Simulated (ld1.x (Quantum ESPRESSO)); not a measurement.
## gold: excitation energies, all-electron against TM

ld1.x (Quantum ESPRESSO) 7.5 input, shortened:

```
&input
   title='Au', zed=79., rel=1, dft='PZ', iswitch=3,
   config='[Xe] 4f14 5d8 6s0 6p0'
 /
 &inputp
   pseudotype=2, tm=.true., lloc=-1, rcloc=2.10,
   nlcc=.true., new_core_ps=.true., rcore=1.35
 /
3
6S  1  0   0.00   0.00  1.70  1.70  0.0
6P  2  1   0.00   0.00  2.55  2.55  0.0
5D  3  2   8.00   0.00  1.40  1.40  0.0
 &test
   configts(1)='5d8 6s0 6p0'
 /
```

Energies are relative to the spin-unpolarised reference configuration 5d8 6s0 6p0; without spin polarisation the order of configurations can differ from experiment. Spin-polarised rows fill each open shell by Hund’s rule, majority spin first. Not all tests gave a result: 4 of 9 tests not solved or not reliable. Left out of the table: 5d10 6s1 6p0 (solver errors, printed error -919 eV); 5d9 6s2 6p0 (solver errors, printed error +17.0 eV); 5d9 6s1 6p0 (solver errors, printed error +8.6 eV); 5d10 6s1 6p0 (spin-polarised) (solver errors, printed error -634 meV).

```json
{"valence configuration": "5d9 6s0 6p0", "charge": "+2", "ΔE all-electron (eV)": "-34.167", "error AE − PS (meV)": "-62"}
{"valence configuration": "5d7 6s0 6p0", "charge": "+4", "ΔE all-electron (eV)": "47.998", "error AE − PS (meV)": "-122"}
{"valence configuration": "5d10 6s0 6p1", "charge": "0", "ΔE all-electron (eV)": "-60.044", "error AE − PS (meV)": "-2750"}
{"valence configuration": "5d8 6s0 6p0 (spin-polarised)", "charge": "+3", "ΔE all-electron (eV)": "-0.612", "error AE − PS (meV)": "+15"}
```

(1) What are ΔE and the potential's error for 5d10 6s0 6p0?

Note: ghost state, extra bound levels that the all-electron valence spectrum of the same l lacks: s at -38.9 eV. A true bound ghost makes a file unfit for plane-wave use.

## Answers

(1) ΔE = -55.668 eV all-electron; the error (AE − PS) is -197 meV.

These tests converged, but a pseudo level misses the all-electron one widely, so the file describes the atom poorly there or has found another state: 5d10 6s0 6p1: 5d by 3.4 eV.
